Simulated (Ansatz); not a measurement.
From B to In: the atomisation energy (no zero-point term)

Gas-phase molecules, one atom swapped for its congeners: B(CH3)2(NH2); Ga(CH3)2(NH2); In(CH3)2(NH2). The Al member is missing. All are singlets with charge 0.

Shapes, held fixed at every level: PBE0-D4/def2-TZVP. Programs: Ansatz 0.2.0. Values in eV.

How should the atomisation energy change along the series?

At CCSD(T)/def2-TZVPP the atomisation energy falls at every step, from 47.07 to 40.93 eV. Every level shows the same order. For atoms past krypton def2 sets carry core potentials with scalar relativity. Relativity is left out for Ga. Outer-core shells of Ga, In are correlated, in sets that cover them unevenly. Spin-orbit coupling, which grows down the group, is left out (summed over each molecule's free atoms 0.01, 0.08, 0.19 eV). Coupled cluster in double- or triple-zeta sets underbinds by a few per cent against its basis-set limit. CCSD also lacks the triples, which bind further.

```json
{"level": "HF/def2-SVP", "B(CH3)2(NH2)": "36.96", "Ga(CH3)2(NH2)": "31.96", "In(CH3)2(NH2)": "30.09"}
{"level": "HF/def2-TZVPP", "B(CH3)2(NH2)": "36.45", "Ga(CH3)2(NH2)": "31.73", "In(CH3)2(NH2)": "30.10"}
{"level": "SPW92/def2-TZVPP", "B(CH3)2(NH2)": "54.45", "Ga(CH3)2(NH2)": "49.03", "In(CH3)2(NH2)": "47.36"}
{"level": "wB97X-V/def2-TZVPP", "B(CH3)2(NH2)": "48.33", "Ga(CH3)2(NH2)": "43.51", "In(CH3)2(NH2)": "41.96"}
{"level": "MP2/def2-SVP", "B(CH3)2(NH2)": "46.32", "Ga(CH3)2(NH2)": "41.28", "In(CH3)2(NH2)": "39.46"}
{"level": "CCSD/def2-TZVPP", "B(CH3)2(NH2)": "46.55", "Ga(CH3)2(NH2)": "42.04", "In(CH3)2(NH2)": "40.37"}
{"level": "CCSD(T)/def2-TZVPP", "B(CH3)2(NH2)": "47.07", "Ga(CH3)2(NH2)": "42.57", "In(CH3)2(NH2)": "40.93"}
```
